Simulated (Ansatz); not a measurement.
CH6InNSi (`N=[C]([SiH3])[InH2]`). Total charge 0; spin multiplicity 1. In takes the def2 core potential.

Cartesian coordinates in Å:
```
N 0.635 -0.933 1.409
C 0.163 -0.285 0.420
Si -1.672 -0.457 0.022
In 1.499 1.003 -0.780
H 1.640 -0.776 1.548
H -2.385 -1.369 0.953
H -1.789 -0.950 -1.379
H -2.276 0.904 0.065
H 1.086 1.963 -2.149
H 3.098 0.901 -0.109
```

What are the harmonic wavenumbers in cm⁻¹ at PBE0-D4/def2-TZVP (Ansatz, finite differences of forces, unscaled)? (Best estimate.)

Computed: 103, 108, 118, 200, 250, 333, 377, 481, 569, 629, 642, 793, 914, 916, 932, 939, 1290, 1628, 1772, 1813, 2209, 2211, 2238, 3356.

Is this a minimum?

Yes, all 24 modes are real.

Give the ideal-gas thermochemistry at 298.15 K and 1 bar (rigid rotor, harmonic oscillator; point group Cs, symmetry number 1).

Zero-point energy 148.5 kJ/mol; H(298) − E = 171.2 kJ/mol; entropy 368.5 J/(mol·K), of which translation 173.3, rotation 116.8, vibration 78.4; G(298) − E = 61.4 kJ/mol.

And at 400, 500, 600, 800 and 1000 K?


```
T (K)  H − E (kJ/mol)  S (J/mol/K)  G − E (kJ/mol)
  400           184.0        405.2            21.9
  500           198.2        436.9           -20.2
  600           213.8        465.2           -65.3
  800           248.0        514.3          -163.4
 1000           285.4        556.0          -270.6
```

Rotational constants (cm⁻¹)?

0.2071, 0.0452, 0.03758.
